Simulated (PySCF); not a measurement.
Compound: C4H9F3Si2.
Atom-mapped SMILES: `[CH3:1][Si@H:2]1[CH2:3][Si@@H:4]([C:5]([F:6])([F:7])[F:8])[CH2:9]1`

Cartesian coordinates in Å at the GFN2-xTB level; atoms count from 1:
```xyz
18
C4H9F3Si2 angstrom
C     -1.9908    1.2279    0.7078
Si    -1.4433   -0.0976   -0.5275
C      0.1356    0.3869   -1.5371
Si     1.1898   -0.8754   -0.5730
C      2.2276    0.0978    0.7561
F      2.8062   -0.7113    1.6683
F      3.2305    0.8207    0.2149
F      1.4807    0.9750    1.4620
C     -0.3950   -1.5166    0.2700
H     -2.4029    2.0935    0.1988
H     -1.1515    1.5634    1.3098
H     -2.7529    0.8481    1.3809
H     -2.5472   -0.5847   -1.3644
H      0.4474    1.4247   -1.4623
H      0.0572    0.1599   -2.5956
H      2.1661   -1.7545   -1.2124
H     -0.6864   -2.5074   -0.0639
H     -0.3799   -1.5441    1.3559
```

Definitions: NICS(0) = −σiso at the ring centroid; NICS(1) = −σiso and NICS(1)zz = −σzz at ±1 Å along the ring normal z. Level: GIAO PBE0/pcSseg-1 (PySCF, non-relativistic, gas phase) on the GFN2-xTB geometry, one conformer.

Ring bond lengths (Å), with Mayer bond orders in brackets: Si2–C3 1.936 (0.89), C3–Si4 1.906 (0.94), Si4–C9 1.906 (0.94), C9–Si2 1.936 (0.89).

Task: Give the NICS values of each ring in ppm.

Result: 
```
         ring                                                type  NICS(0)  NICS(1), two faces  NICS(1)zz, two faces  rms pucker (Å)  centre to ring atoms, mean (Å)
Si2–C3–Si4–C9  4-membered ring with 2 Si; formal bonds all single      0.0         -1.3 / -1.0             4.2 / 3.5            0.06                            1.36
```

Task: What can be read from them?

Result: 
- Si2–C3–Si4–C9: mean NICS(1)zz 3.9 ppm, deshielded. Si2, C3, Si4, C9 have four or more neighbours; no verdict on aromaticity is drawn.

Task: At the first NICS(1) probe listed for ring Si2–C3–Si4–C9, 1 Å off the ring, what do the in-plane components average?

Result: The isotropic value is a third of the trace: (3 × -1.3 − (4.2))/2 = -4.1 ppm.

Task: What are the shieldings of the ring atoms and their hydrogens in the same run (means over atoms taken as equivalent)?

Result: 
```tsv
atoms	environment	σ isotropic (ppm)
Si2	SiH silicon	356.5
C3 (×2)	sp3 carbon bound to silicon	185.1
Si4	SiH silicon	362.6
H13	Si–H hydrogen	26.54
H14 (×2)	methylene hydrogen	31.05
H15 (×2)	methylene hydrogen	30.94
H16	Si–H hydrogen	26.60
```

The run took 36 s on Intel Xeon Platinum 8488C, one thread, no GPU, shared host, and the process peaked at 0.86 GiB of memory. This is the whole shielding run at PBE0/pcSseg-1, SCF included.
